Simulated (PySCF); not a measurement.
¹⁷O chemical shifts

PySCF 2.14 calculation with GFN2-xTB structure and PBE0/pcSseg-1 with gauge-including orbitals; one computed conformer, non-relativistic Hamiltonian, rapidly exchanging positions averaged, in vacuum.

Shieldings were converted by a linear fit to measured shifts: ¹⁷O: δ = 266.70 − 0.911σ (rms 10.7 ppm, 155 shifts, 12.2 ppm with the 3 outliers that the fit left out vs liquid water, solution or neat liquid). Occasional misses reach two or three times the rms, and more in compound classes unlike the fitted ones.

Problem. Give the ¹⁷O shifts of `C/C=C/[Si@H](COC)NC`, `N[SiH2]COC1CCCC1`, `FC(F)(F)C1OCOCO1`, `C=C[C@@]1(S(=O)(=O)O)[SiH2][C@@H]1C`.

Solution. 
| compound | environment | δ (ppm) |
| --- | --- | --- |
| C/C=C/[Si@H](COC)NC | ether oxygen | -37.5 |
| N[SiH2]COC1CCCC1 | ether oxygen | 6.5 |
| [F:1][C:2]([F:3])([F:4])[CH:5]1[O:6][CH2:7][O:8][CH2:9][O:10]1 | O6/10: ether oxygen (×2) | 54.7 |
| [F:1][C:2]([F:3])([F:4])[CH:5]1[O:6][CH2:7][O:8][CH2:9][O:10]1 | O8: ether oxygen | 51.7 |
| [CH2:1]=[CH:2][C@@:3]1([S:4](=[O:5])(=[O:6])[OH:7])[SiH2:8][C@@H:9]1[CH3:10] | O6: S=O oxygen | 184.3 |
| [CH2:1]=[CH:2][C@@:3]1([S:4](=[O:5])(=[O:6])[OH:7])[SiH2:8][C@@H:9]1[CH3:10] | O5: S=O oxygen | 174.7 |
| [CH2:1]=[CH:2][C@@:3]1([S:4](=[O:5])(=[O:6])[OH:7])[SiH2:8][C@@H:9]1[CH3:10] | O7: oxygen bonded to S, H | 147.8 |
